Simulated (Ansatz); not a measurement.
Geometry optimisation, RKS r2SCAN-D4/def2-SVP (Ansatz 0.2.0).

input.yaml

```yaml
crystal:
  periodic: [false, false, false]
  atoms:
    - { symbol: In, position_ang: [-0.068667, -0.40269, -0.206951] }
    - { symbol: Cl, position_ang: [-0.012248, -0.75165, 2.193262] }
    - { symbol: O, position_ang: [1.705017, -0.3489, -1.097679] }
    - { symbol: H, position_ang: [2.393155, -0.597618, -0.468078] }
    - { symbol: O, position_ang: [-1.820487, -0.406128, -1.131047] }
    - { symbol: H, position_ang: [-2.536748, -0.381206, -0.478397] }
    - { symbol: O, position_ang: [-0.04287, 2.428864, 1.221387] }
    - { symbol: H, position_ang: [0.86898, 2.746585, 1.16695] }
    - { symbol: H, position_ang: [-0.019832, 1.810243, 1.990053] }
basis:
  gaussian: { orbitals: def2-SVP }
hamiltonian:
  xc: r2scan
  dispersion: d4
relax:
  f_tol: 0.03
  max_steps: 50
```

Launched with:

```bash
$ ansatz run input.yaml --threads 4 --pin off --max-ram 5120MiB --backend cpu --events-out ev --progress --plain --runs-dir out
```

Task: Where does it end, and by what steps?

Result: The forces met the threshold. After 16 steps the energy has fallen by 0.569 eV; H8 moved furthest, 1.05 Å. Joined: In1–O7 (3.17 → 2.31 Å).

| step | energy less start (eV) | largest force component (eV/Å) | accepted |
| --- | --- | --- | --- |
| 0 | 0.0000 | 0.924 | yes |
| 1 | -0.1508 | 0.952 | yes |
| 2 | -0.3373 | 1.219 | yes |
| 3 | -0.4307 | 0.683 | yes |
| 4 | -0.4689 | 0.704 | yes |
| 5 | -0.4863 | 0.334 | yes |
| 6 | -0.4968 | 0.344 | yes |
| 7 | -0.5075 | 0.336 | yes |
| 8 | -0.5166 | 0.612 | yes |
| 9 | -0.5275 | 0.502 | yes |
| 10 | -0.5400 | 0.555 | yes |
| 11 | -0.5489 | 0.515 | yes |
| 12 | -0.5626 | 0.285 | yes |
| 13 | -0.5667 | 0.077 | yes |
| 14 | -0.5679 | 0.097 | yes |
| 15 | -0.5687 | 0.039 | yes |
| 16 | -0.5688 | 0.027 | yes |

```xyz
9
Properties=species:S:1:pos:R:3
In -0.232 -0.111 0.195
Cl -0.317 -1.124 2.338
O 1.604 0.429 -0.467
H 2.252 -0.273 -0.607
O -1.796 -0.217 -1.035
H -2.551 -0.617 -0.579
O 0.160 2.045 0.920
H 1.066 1.928 0.542
H 0.279 2.038 1.882
```

Whether the end is a true minimum wasn't checked by a vibrational analysis.

Run time: 20 s on 4 threads of Intel(R) Xeon(R) 6975P-C (Granite Rapids) (shared host), peak memory 0.21 GiB.
